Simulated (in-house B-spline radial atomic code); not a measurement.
A fraction x of an electron is removed from 2p in the scandium ion Sc⁴⁺, starting from [Ne] 3s2 3p5 and keeping the highest spin. Level of theory: non-relativistic TPSSh, spin-polarised, spherical fractional occupations, point nucleus; calculated with a radial B-spline atomic code at the basis-set limit.

Caution: exact exchange at fractional occupations of open shells leaves self-interaction of up to several eV.

| x | E(x) - E(0) (eV) | 2p down level (eV) |
| --- | --- | --- |
| 0 | 0.0000 | -448.677 |
| 0.08 | 36.0617 | -452.868 |
| 0.16 | ? | ? |
| 0.33 | 150.9251 | -466.063 |
| 0.48 | ? | ? |
| 0.5 | 230.9244 | -475.116 |
| 0.53 | 245.2019 | -476.720 |
| 0.71 | 331.8802 | -486.383 |
| 0.84 | 395.5660 | -493.403 |
| 0.89 | 420.3038 | -496.112 |
| 1 | 475.2046 | -502.087 |

(1) What belongs in the row x = 0.16?

(2) What belongs in the row x = 0.48?

(3) Check Janak's theorem between x = 0.5 and 0.53.

Results:

(1) An energy change of 72.4594 eV; 2p down at -457.075 eV.

(2) An energy change of 221.4328 eV; 2p down at -474.047 eV.

(3) The slope of the energy is 475.92 eV; the orbital levels give 475.92 eV (-ε of the emptying orbital, averaged over the two points).
